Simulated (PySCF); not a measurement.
**Interval between two levels of Zn by level of theory**

Zn [Ar] 3d10 4s2 → Zn [Ar] 3d10 4s1 4p1 [3P2, M_J = 2], as a difference of total energies. Computed with PySCF 2.14 in x2c-TZVPall-2c (6s7p4d1f, 54 functions), with the two-component X2C-1e Hamiltonian. Correlated levels: [Ne] frozen; the 6 highest virtual spinors dropped. "Screened" scales the spin-orbit matrix elements by Boettger's factors to mimic the two-electron term; Breit and QED terms are absent.

```tsv
method	interval between two levels (cm⁻¹)
GHF (spin-free)	26699
GMP2 (spin-free)	34107
GHF (screened spin-orbit)	26946
GMP2 (screened spin-orbit)	34379
```

Errors of the correlated levels include the incompleteness of this basis and the frozen core.

The labels give the starting determinants; with spin-orbit coupling the two ends relaxed to ⟨J²⟩ = 0.00, ⟨L²⟩ = 0.00, ⟨S²⟩ = 0.00 and ⟨J²⟩ = 6.01, ⟨L²⟩ = 2.01, ⟨S²⟩ = 2.01.

For comparison: 32890 cm⁻¹ (measured; NIST Handbook of Basic Atomic Spectroscopic Data (Sansonetti and Martin, J. Phys. Chem. Ref. Data 34, 1559 (2005))).
